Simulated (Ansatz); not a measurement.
An input meant for Si8BH16, a doped cluster cut from the lattice of silicon (B on a surface site) (charge 0, doublet; with a point charge).

```yaml
crystal:
  periodic: [false, false, false]
  atoms:
    - {symbol: B, position_ang: [-1.194789, -1.194237, 0.820273]}
    - {symbol: Si, position_ang: [1.518035, -1.579453, -1.527997]}
    - {symbol: Si, position_ang: [-1.582793, 1.509408, -1.532848]}
    - {symbol: Si, position_ang: [1.292089, 1.298013, 1.021994]}
    - {symbol: Si, position_ang: [-2.582624, -0.111561, -0.129151]}
    - {symbol: Si, position_ang: [-0.104795, -2.578764, -0.126037]}
    - {symbol: Si, position_ang: [-0.151907, -0.156250, 2.267742]}
    - {symbol: Si, position_ang: [2.752475, -0.048246, -0.235923]}
    - {symbol: Si, position_ang: [-0.059685, 2.751194, -0.238376]}
    - {symbol: H, position_ang: [-1.520360, -1.513880, 2.006815]}
    - {symbol: H, position_ang: [0.864354, -0.827920, -2.658699]}
    - {symbol: H, position_ang: [2.456129, -2.599307, -2.125220]}
    - {symbol: H, position_ang: [-2.602381, 2.443174, -2.137266]}
    - {symbol: H, position_ang: [-0.825597, 0.853162, -2.658266]}
    - {symbol: H, position_ang: [2.044928, 2.055965, 2.098230]}
    - {symbol: H, position_ang: [-3.462011, -0.952386, -1.026688]}
    - {symbol: H, position_ang: [-3.486900, 0.664851, 0.800229]}
    - {symbol: H, position_ang: [-0.941304, -3.460762, -1.025098]}
    - {symbol: H, position_ang: [0.671236, -3.480232, 0.806349]}
    - {symbol: H, position_ang: [0.676797, -1.056895, 3.146169]}
    - {symbol: H, position_ang: [-1.048107, 0.666743, 3.156127]}
    - {symbol: H, position_ang: [3.638567, -0.789650, 0.733863]}
    - {symbol: H, position_ang: [3.621583, 0.848775, -1.083052]}
    - {symbol: H, position_ang: [-0.807669, 3.633175, 0.730102]}
    - {symbol: H, position_ang: [0.834716, 3.625104, -1.083272]}
basis:
  gaussian: {orbitals: def2-TZVP, fitting: {mean_field: def2-universal-jkfit}, point_charges: [{charge: 2.00, position_ang: [6.699, 0.490, 0.027]}]}
total_charge: 2
magnetization: {spin_polarized: true, initial_magnetization: 1}
hamiltonian: {xc: {name: revPBE0}}
scf: {lower_state_search: off}
output: {forces: true}
```

```sh
$ ansatz run in.yaml --threads 2 --pin off --events-out ev --progress --plain --max-ram 31744MiB --backend cuda --devices 0, --max-vram 18GiB
```

It prints (some lines left out):

```
Functional definition: revPBE0
1387 factors; integrals over basis functions are off by at most 6.0e-1 eV
mean field evaluation 1: about -63908.7661 eV, gradient 3.6e1 eV
mean field evaluation 2: about -63880.5154 eV, gradient 6.7e1 eV
mean field evaluation 4: about -63917.0286 eV, gradient 1.6e1 eV
mean field evaluation 8: about -63919.3719 eV, gradient 4.8e-1 eV
mean field evaluation 16: about -63919.3966 eV, gradient 8.8e-2 eV
mean field evaluation 32: about -63919.3975 eV, gradient 2.5e-4 eV
mean field -63919.39748741 eV, -2348.9945315387 hartree, gradient 7.3e-6 eV, S^2 0.820298; 0 other end points of the search recorded, 0 dependent functions left out
reference -63919.39756389 eV, -2348.9945343492 hartree; 66, 65 occupied and 357, 358 virtual orbitals, 1387 factors
Total energy: -63919.39756389 eV, -2348.9945343492 hartree
Atom 0 at    -1.194789    -1.194237     0.820273 Å, force     0.041165    -0.626758    -2.119490 eV/Å
Atom 1 at     1.518035    -1.579453    -1.527997 Å, force     0.493146    -0.029455    -1.373808 eV/Å
Atom 2 at    -1.582793     1.509408    -1.532848 Å, force     0.020841     1.111550    -2.694735 eV/Å
Atom 3 at     1.292089     1.298013     1.021994 Å, force     0.403650     0.471227    -0.839761 eV/Å
Atom 4 at    -2.582624    -0.111561    -0.129151 Å, force    -1.733784    -0.750947     1.647060 eV/Å
Atom 5 at    -0.104795    -2.578764    -0.126037 Å, force    -0.215548    -1.226871     0.753177 eV/Å
Atom 6 at    -0.151907    -0.156250     2.267742 Å, force    -0.603157    -0.522559     3.207210 eV/Å
Atom 7 at     2.752475    -0.048246    -0.235923 Å, force    -0.174810    -0.209126     0.215135 eV/Å
Atom 8 at    -0.059685     2.751194    -0.238376 Å, force     0.310999     1.085830     1.317402 eV/Å
Atom 9 at    -1.520360    -1.513880     2.006815 Å, force     1.139282     1.035016     0.572393 eV/Å
Atom 10 at     0.864354    -0.827920    -2.658699 Å, force     0.132256    -0.087719     0.405393 eV/Å
Atom 11 at     2.456129    -2.599307    -2.125220 Å, force    -0.308015     0.117658     0.344162 eV/Å
Atom 12 at    -2.602381     2.443174    -2.137266 Å, force     0.064710    -0.395657     0.334891 eV/Å
Atom 13 at    -0.825597     0.853162    -2.658266 Å, force    -0.262768    -0.023282     0.397086 eV/Å
Atom 14 at     2.044928     2.055965     2.098230 Å, force    -0.436804    -0.412157     0.114727 eV/Å
Atom 15 at    -3.462011    -0.952386    -1.026688 Å, force     0.441929     0.329810    -0.374236 eV/Å
Atom 16 at    -3.486900     0.664851     0.800229 Å, force     0.423658     0.016994    -0.309050 eV/Å
Atom 17 at    -0.941304    -3.460762    -1.025098 Å, force     0.110775     0.414089    -0.122965 eV/Å
Atom 18 at     0.671236    -3.480232     0.806349 Å, force    -0.187481     0.406925    -0.159153 eV/Å
Atom 19 at     0.676797    -1.056895     3.146169 Å, force    -0.174198     0.180129    -0.370915 eV/Å
Atom 20 at    -1.048107     0.666743     3.156127 Å, force     0.219957    -0.126769    -0.384161 eV/Å
Atom 21 at     3.638567    -0.789650     0.733863 Å, force     0.264929     0.146209    -0.062523 eV/Å
Atom 22 at     3.621583     0.848775    -1.083052 Å, force     0.167770    -0.001271     0.055602 eV/Å
Atom 23 at    -0.807669     3.633175     0.730102 Å, force     0.028054    -0.394430    -0.244976 eV/Å
Atom 24 at     0.834716     3.625104    -1.083272 Å, force    -0.306660    -0.444504    -0.265948 eV/Å
Dipole moment:    -2.605322     0.096981     0.157669 e Å
Checks for a lower state left out: stability, starts, cluster_reference, orbital_swaps, neighbouring_geometries, increment
```

Task: What is wrong with this run?

Result: The charge is far from what the species holds (2 typed, 0 meant). The calculation finished and met its thresholds. The result belongs to that input, not to the species as meant.
